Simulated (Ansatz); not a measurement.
Molecule: C7H15, net charge 0, doublet state. It need not be the lowest isomer of its formula. 
Structure (B3LYP-D3(BJ)/def2-TZVP (Ansatz, a quantum-chemistry and plane-wave program) minimum search):
SMILES: C(C(C)C)C([CH2])C
```xyz
22

C      2.4053    -1.1300     0.0541
C      1.2395    -0.3021     0.4666
C      1.6663     1.1280     0.8168
C      0.1369    -0.3453    -0.6061
C     -1.1723     0.3819    -0.2766
C     -1.8395    -0.1615     0.9873
C     -2.1285     0.2974    -1.4675
H      2.2670    -2.0202    -0.5454
H      3.3932    -0.9339     0.4494
H      0.8223    -0.7486     1.3845
H      2.0199     1.6522    -0.0743
H      2.4783     1.1211     1.5464
H      0.8427     1.7017     1.2429
H     -0.0962    -1.3950    -0.8194
H      0.5474     0.0703    -1.5323
H     -0.9455     1.4404    -0.1116
H     -2.7898     0.3434     1.1729
H     -1.2164    -0.0257     1.8723
H     -2.0454    -1.2310     0.8853
H     -3.0510     0.8487    -1.2739
H     -1.6736     0.7084    -2.3712
H     -2.3990    -0.7419    -1.6738
```
Charge 0, spin multiplicity 2.

Wanted: atomisation energy (electronic, to ground-state atoms), in eV. Correlated levels leave the core frozen unless marked. UHF or UKS for open shells. Spin-orbit coupling is left out. No relativistic terms. The coupled-cluster limit lacks core correlation, which all-electron functionals hold. Basis-set limits of correlation are two-point, X^-3; Hartree-Fock from the larger set. [CCSD(T)-MP2]/basis is that difference in the basis named.

```csv
level,program,atomisation energy (eV)
r2SCAN/def2-TZVPD,Ansatz,90.18
```

Problem. Estimate the value at RI-MP2/CBS(cc-pVTZ,cc-pVQZ)+[CCSD(T)-MP2]/cc-pVTZ as computed with Ansatz.

Solution. 90.06 eV
